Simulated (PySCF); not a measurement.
# How methods differ on the excitation energy of P²⁺

P²⁺ [Ne] 3s2 3p1 (2P) → P²⁺ [Ne] 3s1 3p2 (4P), as a difference of total energies. Computed with PySCF 2.14 in aug-cc-pCVTZ-DK with one added diffuse shell each of s, p, d, f type (9s8p6d4f, 91 functions), with scalar relativity by spin-free X2C-1e. Correlated levels: nothing frozen. The calculations carry no spin-orbit coupling.

```json
{"method": "UHF", "excitation energy (cm⁻¹)": "44530"}
{"method": "MP2 (all electrons)", "excitation energy (cm⁻¹)": "53950"}
{"method": "SCS-MP2 (all electrons)", "excitation energy (cm⁻¹)": "56635"}
{"method": "CCSD (all electrons)", "excitation energy (cm⁻¹)": "56030"}
{"method": "CCSD(T) (all electrons)", "excitation energy (cm⁻¹)": "56496"}
```

A first-order spin-orbit estimate (lowest level to lowest level, LS coupling) adds 0.005 eV.
